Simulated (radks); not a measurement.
The numbers below are computed, except where a source is named.
Trend from Rb4+ to Xe4+: ionisation energy by Delta-SCF between NIST ground configurations, and size. Level of theory: scalar-relativistic Kohn-Sham, PBE, spin-unpolarised, spherical densities, finite nucleus; Fermi nuclear charge, rms radius of each element as measured or else 0.836 A^(1/3) + 0.57 fm (a radial shooting solver on a logarithmic mesh with Libxc functionals).

species,configuration,configuration of the ion,IE (eV),NIST (eV),kind,-e(HOMO) (eV),outermost,<r> outermost (bohr),r at 0.001 e/bohr^3 (bohr)
Rb4+,[Ar] 3d10 4s2 4p3,[Ar] 3d10 4s2 4p2,67.703,68.4,theory,60.535 (4p),4p,1.52,3.03
Sr4+,[Ar] 3d10 4s2 4p4,[Ar] 3d10 4s2 4p3,72.124,71,semi-emp.,64.620 (4p),4p,1.44,2.99
Zr4+,[Kr],[Ar] 3d10 4s2 4p5,80.952,80.35,semi-emp.,72.801 (4p),4p,1.32,2.89
Nb4+,[Kr] 4d1,[Kr],50.291,50.573,exp.,43.418 (4d),4d,1.61,3.00
Mo4+,[Kr] 4d2,[Kr] 4d1,53.471,54.42,semi-emp.,46.306 (4d),4d,1.52,3.04
Tc4+,[Kr] 4d3,[Kr] 4d2,56.572,57,theory,49.122 (4d),4d,1.44,3.03
Ru4+,[Kr] 4d4,[Kr] 4d3,59.612,59,theory,51.881 (4d),4d,1.37,3.01
Rh4+,[Kr] 4d5,[Kr] 4d4,62.601,63,theory,54.592 (4d),4d,1.31,2.98
Pd4+,[Kr] 4d6,[Kr] 4d5,65.548,61,theory,57.266 (4d),4d,1.25,2.94
Ag4+,[Kr] 4d7,[Kr] 4d6,68.459,65,theory,59.907 (4d),4d,1.20,2.90
Cd4+,[Kr] 4d8,[Kr] 4d7,71.341,68,theory,62.521 (4d),4d,1.15,2.86
In4+,[Kr] 4d9,[Kr] 4d8,74.198,69,semi-emp.,65.113 (4d),4d,1.11,2.81
Sn4+,[Kr] 4d10,[Kr] 4d9,77.033,77.03,exp.,67.686 (4d),4d,1.07,2.77
Sb4+,[Kr] 4d10 5s1,[Kr] 4d10,55.421,55.0,semi-emp.,49.783 (5s),5s,1.95,3.13
Te4+,[Kr] 4d10 5s2,[Kr] 4d10 5s1,59.095,59,exp.,53.237 (5s),5s,1.87,3.24
I4+,[Kr] 4d10 5s2 5p1,[Kr] 4d10 5s2,50.034,51.52,exp.,44.664 (5p),5p,2.03,3.39
Xe4+,[Kr] 4d10 5s2 5p2,[Kr] 4d10 5s2 5p1,53.428,54.1,semi-emp.,47.807 (5p),5p,1.94,3.43

Reference values: NIST Atomic Spectra Database (exp. = measured, semi-emp. = semi-empirical, theory = theoretical value adopted there). Spin polarisation and multiplet splitting are left out, so open shells lie too high by an amount that depends on their filling. Spin-orbit splitting is averaged out at the scalar-relativistic level.

Beside tabulated values, note that spin-unpolarised runs miss the spin-polarisation part of the exchange energy of open shells.
